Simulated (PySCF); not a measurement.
## Spinor energies of Te²⁵⁺ (tellurium, charge +25)

Start: [Ar] 3d9; 3d3/2 filled at m_j = -1/2, +1/2, +3/2; 3d5/2 filled at m_j = -5/2, -3/2, -1/2, +1/2, +3/2, +5/2. Calculated with PySCF 2.14 in an uncontracted even-tempered set (17 s from 3.5 bohr⁻², ratio 2.8; 12 p from 4.5 bohr⁻², ratio 2.8; 8 d from 4.5 bohr⁻², ratio 2.8; 3 f from 19 bohr⁻², ratio 3): generalised Hartree-Fock with the X2C-1e Hamiltonian and a Gaussian nucleus; one run each with spin-orbit coupling (SO) screened by Boettger's factors, then bare. This is a chosen level, not necessarily the ground level.

```
spinor shell  electrons  ε, screened SO (eV)  ε, bare SO (eV)  weight of nominal j (bare SO)  rms radius, bare SO (bohr)
       1s1/2          2             -32833.9         -32833.8                          1.000                      0.0318
       2s1/2          2              -5839.5          -5839.6                          1.000                       0.129
       2p1/2          2              -5515.4          -5523.9                          1.000                       0.112
       2p3/2          4              -5239.9          -5236.6                          1.000                       0.117
       3s1/2          2              -1810.0          -1810.1                          1.000                       0.335
       3p1/2          2              -1673.9          -1675.6                          0.999                       0.327
       3p3/2          4              -1622.2          -1621.5                          0.999                       0.337
       3d3/2          3              -1397.2          -1398.9                          0.989                       0.305
       3d5/2          6              -1386.0          -1384.9                          0.994                       0.309
```

```tsv
quantity	screened SO	bare SO
E (hartree)	-6475.81205	-6475.91676
M_J	3/2	3/2
⟨J²⟩	3.750	3.750
⟨L²⟩	6.013	6.015
⟨S²⟩	0.763	0.764
```

Each row is a mean over spinors that exchange with the open shell spreads, by up to 15.394 eV (3p1/2).

Breit and QED terms are absent; they matter most for the inner s and p1/2 levels.

Densities and radii are taken from the X2C orbitals without a picture-change correction, which distorts them close to the nucleus.
